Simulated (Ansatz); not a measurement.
A nudged elastic band was laid between two geometries of C$_{2}$H$_{10}$OSi$_{2}$ (15 atoms, charge 0, multiplicity 1).

Level of theory: RKS LDA/def2-SVP (Ansatz).

* movable images: 7
* climbing image: yes
* spring: 5.0 eV/Å²
* optimiser: quadratic models (default)
* start path: IDPP
* force threshold: 0.05 eV/Å
* iteration limit: 60
* end points: relaxed

Image 0:

```xyz
15
Properties=species:S:1:pos:R:3
C -0.989 -0.344 1.175
C 0.240 0.111 0.396
Si 1.448 -1.299 0.114
Si -0.271 0.887 -1.229
O -1.466 2.031 -1.008
H -1.730 0.480 1.280
H -0.736 -0.711 2.194
H -1.513 -1.174 0.649
H 0.806 0.892 0.961
H 2.677 -0.832 -0.624
H 0.784 -2.385 -0.697
H 1.875 -1.895 1.433
H 0.945 1.478 -1.908
H -0.901 -0.161 -2.104
H -1.191 2.872 -0.601
```

Image 8:

```xyz
15
Properties=species:S:1:pos:R:3
C -0.961 -0.337 1.208
C 0.283 0.106 0.446
Si 1.447 -1.330 0.117
Si -0.187 0.974 -1.132
O -1.315 2.117 -0.679
H -1.661 0.514 1.359
H -0.715 -0.764 2.205
H -1.520 -1.121 0.647
H 0.865 0.854 1.038
H 2.666 -0.890 -0.656
H 0.732 -2.395 -0.677
H 1.898 -1.942 1.421
H 1.030 1.603 -1.771
H -0.786 -0.016 -2.110
H -1.797 2.575 -1.388
```

Problem. What changes between the two ends?

Solution. No bond is made or broken. The dihedral H13–Si4–O5–H15 goes from -50 to 70°.

Problem. What energy profile does the band end with?

Solution. The run converged. The highest image is number 4 of 0 to 8, 1.4 kJ/mol above the first end and 3.0 kJ/mol above the last; the last end lies 1.6 kJ/mol below the first. A vibrational analysis at the climbing image gives one clearly imaginary mode, 199i cm⁻¹: a first-order saddle point.

| image | path coordinate (Å) | energy (kJ/mol) | dihedral H13–Si4–O5–H15 (°) |
| --- | --- | --- | --- |
| 0 | 0.00 | 0.0 | -50 |
| 1 | 0.16 | 0.1 | -41 |
| 2 | 0.31 | 0.6 | -29 |
| 3 | 0.47 | 1.2 | -14 |
| 4 | 0.63 | 1.4 | 1 |
| 5 | 0.85 | 0.7 | 23 |
| 6 | 1.06 | -0.6 | 44 |
| 7 | 1.28 | -1.4 | 61 |
| 8 | 1.50 | -1.6 | 70 |

Problem. What is the geometry of the highest image?

Solution. 
```xyz
15
Properties=species:S:1:pos:R:3
C -0.982 -0.374 1.195
C 0.254 0.092 0.432
Si 1.450 -1.318 0.107
Si -0.266 0.919 -1.158
O -1.460 2.035 -0.817
H -1.700 0.463 1.350
H -0.730 -0.799 2.193
H -1.528 -1.166 0.632
H 0.815 0.859 1.019
H 2.669 -0.848 -0.648
H 0.765 -2.389 -0.705
H 1.899 -1.935 1.409
H 0.911 1.595 -1.826
H -0.830 -0.139 -2.074
H -1.288 2.954 -1.081
```

Problem. What are the harmonic wavenumbers there?

Solution. 199i, 54, 112, 126, 182, 206, 232, 286, 520, 534, 596, 649, 697, 766, 802, 839, 855, 887, 888, 892, 917, 938, 961, 1056, 1080, 1196, 1314, 1388, 1399, 2127, 2143, 2146, 2154, 2158, 2941, 2968, 3030, 3039, 3816 cm⁻¹.

Time of the run: 49 s on 2 threads of Intel(R) Xeon(R) 6975P-C (Granite Rapids) (shared host), peak memory 0.19 GiB.
